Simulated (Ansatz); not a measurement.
C6H8O2 can be A, `O=C1CCC(=O)CC1`, or B, `O=C1CCCC(=O)C1`.

Calculated with Ansatz (gas phase, PBE0-D4/def2-TZVP geometries, no zero-point term in ΔE). CCSD(T)/CBS adds triple-zeta CCSD(T) − MP2 to the extrapolated MP2 energy (def2 sets, frozen cores). DFT in def2-TZVPP.

Task: Which is lower in electronic energy at CCSD(T)/CBS, and by how much? (Best estimate.)

Result: Ansatz gave: A, by 0.6 kJ/mol. So small a gap doesn't settle the order.

Task: Give E(B) − E(A) in kJ/mol with r2SCAN-D4, PBE-D4, PBE0-D4, ωB97M-V, HF/def2-TZVPP, LDA (SPW92), CCSD(T)/def2-SVP. (Estimate.)

Result: The calculation gave: r2SCAN-D4 -2.2, PBE-D4 -2.6, PBE0-D4 -0.6, ωB97M-V 0.7, HF/def2-TZVPP 2.6, LDA (SPW92) -3.0, CCSD(T)/def2-SVP 1.5. The order is the other way round with r2SCAN-D4, PBE-D4, PBE0-D4, LDA (SPW92).

Task: Does the order hold for the free energy at 298.15 K (harmonic terms from PBE0-D4)? (Estimate.)

Result: Computed: No: G(B) − G(A) = -3.3 kJ/mol. Modes under 60 cm⁻¹, often nearly free rotors, make the harmonic entropy too high.

Largest T1 diagnostic: 0.014.

Leaving LDA and LC-ωPBE aside and taking each functional with its dispersion term where it has one, the values, not all of them listed here, spread over 3.6 kJ/mol, from PBE-D4 to BHLYP-D4. From BLYP to BHLYP (50 % exact exchange), in def2-TZVPP and without D4, E(B) − E(A) moves by +3.0 kJ/mol.
